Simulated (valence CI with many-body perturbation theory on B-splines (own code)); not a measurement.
## E1 line list for Re LXXI

Computed by relativistic CI+MBPT: three valence electrons over a frozen Dirac-Fock core [He], radial functions for each j: 11 s, 11 p, 10 d, 8 f, 5 g, 2 h, with the one-electron correlation potential Σ1 (screened to all orders), the two-electron term Σ2, the three-electron term Σ3, Breit, model QED; selected single and double excitations, second order for the rest, scaled by the run's own slope (own B-spline code, finite nucleus).

The last digits are not significant, and no measured levels were compared; by estimate large intervals hold to a few tenths of a per cent, small ones and those within an open d or f shell to about a per cent.

Lines 51 to 100 of 575 in falling wavelength, among levels below 128340 × 10³ cm⁻¹, chosen from the strongest by gf and those to the six lowest levels. Wavelengths and rates use the calculated energies. Electric multipoles are in the length gauge, E1 and E2 with the static RPA response of the core. Weak lines are less certain than strong ones. Lines between different terms over intervals too small for the method are left out, as are lines whose strength nearly cancels. The highest levels of a list are the least certain.

Levels are named by their leading jj configuration (3d3/2^4 stands for four electrons in 3d with j = 3/2), which in mixed levels can hold well under half, so a name can repeat and another be missing. Letters in brackets count levels of one name in rising energy.

| λ vac (Å) | Upper | Lower | A (s⁻¹) | S (a.u.) |
| --- | --- | --- | --- | --- |
| 55.69 | (2s 2p1/2 4d3/2) J=3/2 [b] | (2s 2p1/2 4p1/2) J=3/2 | 1.39e+11 | 4.75e-02 |
| 55.67 | (2p3/2^2 3d5/2) J=5/2 [a] | (2p3/2^2 3p3/2) J=5/2 | 3.48e+10 | 1.78e-02 |
| 55.55 | (2p1/2^2 4p3/2) J=3/2 | (2p1/2^2 4s) J=1/2 | 3.93e+11 | 1.33e-01 |
| 54.63 | (2s 2p1/2 4p3/2) J=3/2 [a] | (2s 2p1/2 4s) J=1/2 [a] | 3.94e+11 | 1.27e-01 |
| 53.79 | (2s^2 4p3/2) J=3/2 | (2s^2 4s) J=1/2 | 3.86e+11 | 1.19e-01 |
| 53.50 | (2s 2p1/2 4p3/2) J=5/2 | (2s 2p1/2 4s) J=3/2 | 3.14e+11 | 1.42e-01 |
| 53.28 | (2s 2p1/2 4p3/2) J=3/2 [b] | (2s 2p1/2 4s) J=3/2 | 1.87e+11 | 5.58e-02 |
| 52.35 | (2s 2p1/2 2p3/2) J=5/2 | (2s^2 2p3/2) J=3/2 | 9.00e+09 | 3.82e-03 |
| 44.65 | (2s 2p1/2^2) J=1/2 | (2s^2 2p1/2) J=1/2 | 2.61e+10 | 2.29e-03 |
| 42.79 | (2p1/2^2 2p3/2) J=3/2 | (2s 2p1/2 2p3/2) J=1/2 | 1.47e+10 | 2.27e-03 |
| 39.85 | (2s 2p1/2 2p3/2) J=1/2 | (2s^2 2p3/2) J=3/2 | 1.94e+10 | 1.21e-03 |
| 39.59 | (2s 2p1/2 2p3/2) J=3/2 [b] | (2s^2 2p3/2) J=3/2 | 1.41e+10 | 1.72e-03 |
| 34.05 | (2p1/2^2 2p3/2) J=3/2 | (2s 2p1/2 2p3/2) J=5/2 | 8.05e+10 | 6.28e-03 |
| 30.61 | (2p1/2^2 2p3/2) J=3/2 | (2s 2p1/2 2p3/2) J=3/2 [a] | 2.16e+10 | 1.22e-03 |
| 25.33 | (2p1/2 2p3/2 3d3/2) J=5/2 [b] | (2p1/2 2p3/2 3p1/2) J=3/2 [b] | 4.68e+11 | 2.25e-02 |
| 25.12 | (2s 2p1/2 3d3/2) J=3/2 [b] | (2s 2p1/2 3p1/2) J=1/2 [b] | 4.57e+11 | 1.43e-02 |
| 25.04 | (2p1/2 2p3/2 3d3/2) J=3/2 [b] | (2p1/2 2p3/2 3p1/2) J=3/2 [b] | 5.31e+11 | 1.64e-02 |
| 24.91 | (2s 2p1/2 3d3/2) J=1/2 | (2s 2p1/2 3p1/2) J=1/2 [b] | 7.06e+11 | 1.08e-02 |
| 24.69 | (2s 2p3/2 3d5/2) J=7/2 [b] | (2p1/2 2p3/2 3s) J=5/2 | 2.00e+11 | 1.19e-02 |
| 24.52 | (2p1/2 2p3/2 3d3/2) J=1/2 [b] | (2p1/2 2p3/2 3p1/2) J=3/2 [b] | 6.84e+11 | 9.95e-03 |
| 24.39 | (2s 2p3/2 3d3/2) J=3/2 [b] | (2s 2p3/2 3p1/2) J=3/2 [b] | 3.24e+11 | 9.30e-03 |
| 24.35 | (2s 2p3/2 3d3/2) J=5/2 [a] | (2s 2p3/2 3p1/2) J=5/2 | 4.78e+11 | 2.04e-02 |
| 24.33 | (2s 2p3/2 3d3/2) J=3/2 [b] | (2s 2p3/2 3p1/2) J=1/2 | 4.30e+11 | 1.22e-02 |
| 24.28 | (2s 2p3/2 3d3/2) J=5/2 [a] | (2s 2p3/2 3p1/2) J=3/2 [a] | 4.14e+11 | 1.75e-02 |
| 24.14 | (2p1/2 2p3/2 3p3/2) J=3/2 [a] | (2p1/2 2p3/2 3s) J=3/2 [b] | 3.10e+11 | 8.61e-03 |
| 24.12 | (2p3/2^2 3d3/2) J=3/2 [a] | (2p3/2^2 3p1/2) J=3/2 | 7.21e+11 | 2.00e-02 |
| 24.12 | (2p3/2^2 3d3/2) J=7/2 | (2p3/2^2 3p1/2) J=5/2 | 9.22e+11 | 5.11e-02 |
| 24.12 | (2p3/2^2 3d3/2) J=5/2 | (2p3/2^2 3p1/2) J=5/2 | 4.85e+11 | 2.01e-02 |
| 24.11 | (2p3/2^2 3p3/2) J=5/2 | (2p3/2^2 3s) J=3/2 | 6.44e+11 | 2.67e-02 |
| 24.05 | (2p3/2^2 3p3/2) J=1/2 | (2p3/2^2 3s) J=3/2 | 1.35e+12 | 1.85e-02 |
| 24.04 | (2p3/2^2 3d3/2) J=3/2 [b] | (2p3/2^2 3p1/2) J=1/2 | 8.90e+11 | 2.44e-02 |
| 24.04 | (2s 2p3/2 3d3/2) J=5/2 [b] | (2s 2p3/2 3p1/2) J=3/2 [b] | 9.20e+11 | 3.78e-02 |
| 24.03 | (2p3/2^2 3d3/2) J=5/2 | (2p3/2^2 3p1/2) J=3/2 | 4.31e+11 | 1.77e-02 |
| 23.98 | (2s 2p3/2 3d3/2) J=3/2 [a] | (2s 2p3/2 3p1/2) J=3/2 [a] | 7.43e+11 | 2.02e-02 |
| 23.98 | (2p1/2 2p3/2 3d3/2) J=3/2 [a] | (2p1/2 2p3/2 3p1/2) J=3/2 [a] | 3.52e+11 | 9.59e-03 |
| 23.95 | (2p1/2 2p3/2 3d3/2) J=5/2 [a] | (2p1/2 2p3/2 3p1/2) J=3/2 [a] | 7.26e+11 | 2.95e-02 |
| 23.94 | (2s 2p3/2 3d3/2) J=7/2 | (2s 2p3/2 3p1/2) J=5/2 | 8.85e+11 | 4.80e-02 |
| 23.89 | (2s^2 3d3/2) J=3/2 | (2s^2 3p1/2) J=1/2 | 8.95e+11 | 2.41e-02 |
| 23.87 | (2p1/2^2 3d3/2) J=3/2 | (2p1/2^2 3p1/2) J=1/2 | 8.99e+11 | 2.41e-02 |
| 23.87 | (2s 2p1/2 3d3/2) J=3/2 [a] | (2s 2p1/2 3p1/2) J=1/2 [a] | 8.75e+11 | 2.35e-02 |
| 23.83 | (2p3/2^2 3d3/2) J=1/2 | (2p3/2^2 3p1/2) J=3/2 | 9.48e+11 | 1.27e-02 |
| 23.79 | (2p1/2 2p3/2 3d3/2) J=7/2 | (2p1/2 2p3/2 3p1/2) J=5/2 | 9.11e+11 | 4.85e-02 |
| 23.78 | (2s 2p3/2 3p3/2) J=3/2 [a] | (2s 2p3/2 3s) J=3/2 [a] | 1.11e+12 | 2.94e-02 |
| 23.74 | (2s 2p1/2 3d3/2) J=5/2 | (2s 2p1/2 3p1/2) J=3/2 | 8.95e+11 | 3.55e-02 |
| 23.74 | (2s 2p3/2 3d3/2) J=1/2 [a] | (2s 2p3/2 3p1/2) J=3/2 [a] | 9.95e+11 | 1.31e-02 |
| 23.71 | (2p1/2 2p3/2 3d3/2) J=3/2 [a] | (2p1/2 2p3/2 3p1/2) J=1/2 | 5.17e+11 | 1.36e-02 |
| 23.59 | (2s 2p1/2 3p3/2) J=3/2 [b] | (2s 2p1/2 3s) J=1/2 [b] | 7.68e+11 | 1.99e-02 |
| 23.58 | (2p1/2 2p3/2 3p3/2) J=1/2 [a] | (2p1/2 2p3/2 3s) J=1/2 | 8.27e+11 | 1.07e-02 |
| 23.58 | (2p3/2^2 3p3/2) J=7/2 | (2p3/2^2 3s) J=5/2 | 1.47e+12 | 7.62e-02 |
| 23.56 | (2p3/2^2 3p3/2) J=5/2 | (2p3/2^2 3s) J=5/2 | 7.63e+11 | 2.95e-02 |
